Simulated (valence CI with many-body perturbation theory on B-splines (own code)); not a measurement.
# Se²⁹⁺: calculated level list

Method: relativistic CI+MBPT: three valence electrons over a frozen Dirac-Fock core [He], a basis of 11 s, 11 p, 10 d, 8 f, 5 g, 2 h functions for each j, with the one-electron correlation potential Σ1, the two-electron term Σ2, the three-electron term Σ3, Breit, model QED; selected CI, second order for the rest, scaled by the run's own slope (own B-spline code, finite nucleus).

No measured spectrum was set against this ion. As an estimate, large intervals hold to a few tenths of a per cent, small ones and those within an open d or f shell to about a per cent.

Levels 136 to 180 of 211, with energies above the lowest level, (2s^2 2p1/2) J=1/2. "Leading %" is the weight of the configuration and term that name the level; weights of strongly mixed levels are sums over their largest components and can fall short. In the jj column 3d3/2^4 stands for four electrons in 3d with j = 3/2.

```
No.  Configuration  Term    J  E (eV)  Leading %   Second component      g              Leading jj
136       2s.2p.4p    4D  1/2  2570.2         70   21 % 2s.2p.4p 2P  0.355   2s 2p1/2 4p1/2 (99 %)
137       2s.2p.4p    4D  3/2  2577.0         63   22 % 2s.2p.4p 4P  1.317   2s 2p1/2 4p3/2 (80 %)
138       2s.2p.4p    2P  3/2  2578.8         32   21 % 2s.2p.4p 2D  1.309   2s 2p1/2 4p1/2 (72 %)
139       2s.2p.4p    4P  1/2  2582.3         65   18 % 2s.2p.4p 2S  2.173   2s 2p1/2 4p1/2 (88 %)
140       2s.2p.4d   4F°  3/2  2585.7         68  12 % 2s.2p.4d 4D°  0.620   2s 2p1/2 4d3/2 (99 %)
141       2s.2p.4p    4D  5/2  2585.7         59   21 % 2s.2p.4p 4P  1.382   2s 2p1/2 4p3/2 (89 %)
142       2s.2p.4p    2P  1/2  2585.9         55   15 % 2s.2p.4p 4D  1.050   2s 2p1/2 4p3/2 (88 %)
143       2s.2p.4p    2D  3/2  2587.1         52   21 % 2s.2p.4p 4S  1.259   2s 2p1/2 4p3/2 (90 %)
144       2s.2p.4d   4F°  5/2  2588.6         35  31 % 2s.2p.4d 4D°  1.231   2s 2p1/2 4d5/2 (94 %)
145       2s.2p.4f    4G  5/2  2594.0         46   20 % 2s.2p.4f 4F  0.834  2s 2p1/2 4f5/2 (100 %)
146       2s.2p.4d   4F°  5/2  2594.2         39  26 % 2s.2p.4d 2D°  1.179   2s 2p1/2 4d3/2 (74 %)
147       2s.2p.4f    4F  7/2  2594.8         28   24 % 2s.2p.4f 4D  1.150  2s 2p1/2 4f7/2 (100 %)
148       2s.2p.4d   4D°  3/2  2596.1         41  27 % 2s.2p.4d 4P°  1.240   2s 2p1/2 4d3/2 (70 %)
149       2s.2p.4d   4D°  1/2  2596.6         72  20 % 2s.2p.4d 2P°  0.341   2s 2p1/2 4d3/2 (90 %)
150       2s.2p.4d   4F°  7/2  2596.9         51  30 % 2s.2p.4d 4D°  1.274   2s 2p1/2 4d5/2 (89 %)
151       2s.2p.4d   2D°  3/2  2599.3         46  39 % 2s.2p.4d 2P°  0.975   2s 2p1/2 4d5/2 (68 %)
152       2s.2p.4d   2F°  5/2  2599.8         60  19 % 2s.2p.4d 4P°  1.079   2s 2p1/2 4d5/2 (79 %)
153       2s.2p.4f    4F  3/2  2602.7         64   22 % 2s.2p.4f 2D  0.603   2s 2p1/2 4f5/2 (90 %)
154       2s.2p.4f    4G  7/2  2602.7         43   28 % 2s.2p.4f 2F  1.041   2s 2p1/2 4f5/2 (89 %)
155       2s.2p.4f    4D  5/2  2603.1         31   25 % 2s.2p.4f 4F  1.032   2s 2p1/2 4f5/2 (62 %)
156       2s.2p.4f    4G  9/2  2603.4         41   36 % 2s.2p.4f 4F  1.213   2s 2p1/2 4f7/2 (90 %)
157       2s.2p.4f    2D  5/2  2604.0         41   28 % 2s.2p.4f 2F  0.951   2s 2p1/2 4f7/2 (62 %)
158       2s.2p.4f    2G  7/2  2604.3         42   37 % 2s.2p.4f 4D  1.137   2s 2p1/2 4f7/2 (90 %)
159       2s.2p.4s   4P°  5/2  2606.9         98                     1.590      2s 2p3/2 4s (98 %)
160       2s.2p.4s   2P°  3/2  2610.3         84  15 % 2s.2p.4s 4P°  1.386      2s 2p3/2 4s (99 %)
161       2s.2p.4p    4P  3/2  2620.3         45   22 % 2s.2p.4p 4S  1.615   2s 2p3/2 4p1/2 (99 %)
162       2s.2p.4p    4D  5/2  2621.1         36   33 % 2s.2p.4p 4P  1.389   2s 2p3/2 4p1/2 (96 %)
163       2s.2p.4p    4D  7/2  2624.1        100                     1.424  2s 2p3/2 4p3/2 (100 %)
164       2s.2p.4p    2P  3/2  2625.4         49   34 % 2s.2p.4p 4S  1.508   2s 2p3/2 4p3/2 (99 %)
165       2s.2p.4p    2D  5/2  2627.9         56   43 % 2s.2p.4p 4P  1.368   2s 2p3/2 4p3/2 (96 %)
166       2s.2p.4p    2S  1/2  2629.4         61   24 % 2s.2p.4p 2P  1.677   2s 2p3/2 4p3/2 (99 %)
167       2s.2p.4d   4F°  9/2  2634.7        100                     1.330  2s 2p3/2 4d5/2 (100 %)
168       2s.2p.4d   4D°  7/2  2635.4         52  43 % 2s.2p.4d 4F°  1.329   2s 2p3/2 4d3/2 (58 %)
169       2s.2p.4d   4D°  5/2  2635.5         51  19 % 2s.2p.4d 4F°  1.282   2s 2p3/2 4d3/2 (97 %)
170       2s.2p.4d   4P°  3/2  2636.1         53  39 % 2s.2p.4d 4D°  1.450   2s 2p3/2 4d3/2 (96 %)
171       2s.2p.4d   4P°  1/2  2636.5         88  11 % 2s.2p.4d 4D°  2.355   2s 2p3/2 4d3/2 (98 %)
172       2s.2p.4d   2D°  5/2  2638.3         49  25 % 2s.2p.4d 4P°  1.256   2s 2p3/2 4d5/2 (97 %)
173       2s.2p.4d   2P°  3/2  2640.0         43  36 % 2s.2p.4d 2D°  1.165   2s 2p3/2 4d5/2 (95 %)
174       2s.2p.4d   2F°  7/2  2641.1         84  15 % 2s.2p.4d 4D°  1.183   2s 2p3/2 4d5/2 (58 %)
175       2s.2p.4f    4F  7/2  2642.6         43   26 % 2s.2p.4f 4G  1.140   2s 2p3/2 4f5/2 (98 %)
176       2s.2p.4d   2P°  1/2  2642.7         85  10 % 2s.2p.4d 4D°  0.661   2s 2p3/2 4d5/2 (96 %)
177       2s.2p.4f    4G  9/2  2642.9         50   49 % 2s.2p.4f 4F  1.247   2s 2p3/2 4f7/2 (58 %)
178       2s.2p.4f    4F  5/2  2642.9         46   26 % 2s.2p.4f 4D  1.075  2s 2p3/2 4f5/2 (100 %)
179       2s.2p.4f    4D  3/2  2643.7         64   27 % 2s.2p.4f 4F  0.947  2s 2p3/2 4f5/2 (100 %)
180       2s.2p.4f    2F  7/2  2643.8         43   24 % 2s.2p.4f 4D  1.187   2s 2p3/2 4f7/2 (98 %)
```

Where two levels of one J and parity lie close, their mixing, g and order are uncertain.
